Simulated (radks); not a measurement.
The numbers below are computed, except where a source is named.
Species: Ir XXXVIII. Configuration: [Kr] 4d4. Code: a radial shooting solver on a logarithmic mesh with Libxc functionals. Model: Dirac Kohn-Sham, relativistic LDA (MacDonald-Vosko exchange, VWN5 correlation), spin-unpolarised, spherical densities, finite nucleus; open shells fill j = l - 1/2 first; Fermi nuclear charge, rms radius 5.4032 fm. Some entries of the table are withheld. Estimate them.

| orbital | occ. | eigenvalue (Ry) | <r> (bohr) | <1/r> (bohr^-1) |
|---|---|---|---|---|
| 1s1/2 | 2 | -5661.231 | (1) | 91.69 |
| 2s1/2 | 2 | -1087.158 | 0.07325 | (2) |
| 2p1/2 | 2 | -1047.351 | 0.06039 | 22.43 |
| 2p3/2 | 4 | -929.3265 | 0.06864 | 18.54 |
| 3s1/2 | 2 | -341.1019 | 0.1890 | 8.331 |
| 3p1/2 | 2 | (3) | 0.1790 | 8.248 |
| 3p3/2 | 4 | (4) | 0.1936 | 7.241 |
| 3d3/2 | 4 | -267.4784 | 0.1685 | 7.131 |
| 3d5/2 | 6 | -261.7115 | 0.1730 | 6.898 |
| 4s1/2 | 2 | -149.8566 | 0.3884 | 3.892 |
| 4p1/2 | 2 | (5) | 0.3854 | 3.818 |
| 4p3/2 | 4 | (6) | 0.4081 | 3.480 |
| 4d3/2 | 4 | -121.7181 | 0.3976 | 3.358 |
| 4d5/2 | 0 | -120.0005 | 0.4041 | 3.281 |

Answer. 
(1) 1s1/2 <r> (bohr): 0.01752
(2) 2s1/2 <1/r> (bohr^-1): 22.46
(3) 3p1/2 eigenvalue (Ry): -323.3696
(4) 3p3/2 eigenvalue (Ry): -296.9516
(5) 4p1/2 eigenvalue (Ry): -142.2003
(6) 4p3/2 eigenvalue (Ry): -134.1278
